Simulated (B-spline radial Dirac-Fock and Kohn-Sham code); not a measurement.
# Scattering functions of Te⁵¹⁺

System: tellurium as Te⁵¹⁺ in the configuration 1s1.

Model: Dirac-Fock densities. Program: an atomic code on a B-spline grid. f₀ is the Fourier transform of the spherical electron density, S the Waller-Hartree incoherent function, and s = sin θ/λ.

```csv
s (Å⁻¹),f₀,S
0,1.000,0.000
0.08,1.000,0.000
0.1,1.000,0.000
0.12,1.000,0.000
0.15,1.000,0.000
0.18,1.000,0.000
0.22,1.000,0.001
0.27,0.999,0.001
0.33,0.999,0.002
0.41,0.999,0.003
0.5,0.998,0.004
0.61,0.997,0.006
0.75,0.996,0.008
0.92,0.994,0.013
1.13,0.991,0.019
1.39,0.986,0.028
1.71,0.978,0.043
2.1,0.968,0.063
2.57,0.952,0.093
3.16,0.929,0.136
3.88,0.897,0.196
4.76,0.850,0.277
5.84,0.788,0.380
```

f₀ starts at the number of electrons, 1. The sum of ⟨r²⟩ over the electrons is 0.001015 bohr².

Values without a named source are computed, but for edge energies of neutral atoms, which are taken from tables.
